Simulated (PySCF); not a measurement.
P (phosphorus, neutral) across methods

[Ne] 3s2 3p2 4s1, high-spin 4P determinant (an excited configuration). All numbers are calculated (PySCF 2.14, scalar relativity by spin-free X2C-1e, in x2c-TZVPPall with one added diffuse shell each of s, p, d type (6s6p4d1f, 51 functions)).

| method | E (hartree) | mean ε 3s β (eV) | mean ε 3p α (eV) | mean ε 4s α (eV) | Σ⟨r²⟩ (bohr²) | ⟨S²⟩ |
| --- | --- | --- | --- | --- | --- | --- |
| TPSS | -341.8414 | -16.329 | -9.736 | -1.595 | 49.82 | 3.755 |
| wB97M-V | -341.8003 | -20.203 | -12.714 | -3.163 | 49.81 | 3.752 |
| UHF | -341.27032 | -19.909 | -14.199 | -2.961 | 50.40 | 3.763 |
| PBE | -341.6702 | -16.349 | -9.533 | -1.645 | 49.64 | 3.753 |
| r2SCAN | -341.7884 | -16.502 | -9.997 | -1.634 | 49.89 | 3.758 |
| LDA | -340.5431 | -16.547 | -9.493 | -1.703 | 49.49 | 3.751 |
| BP86 | -341.8631 | -16.573 | -9.591 | -1.756 | 49.59 | 3.753 |
| BLYP | -341.8389 | -16.381 | -9.218 | -1.417 | 49.51 | 3.752 |
| PBE0 | -341.6951 | -17.584 | -10.861 | -2.063 | 49.78 | 3.755 |

The outer electron is Rydberg-like, and this basis confines it to a smaller radius and binds it less than a complete one would.
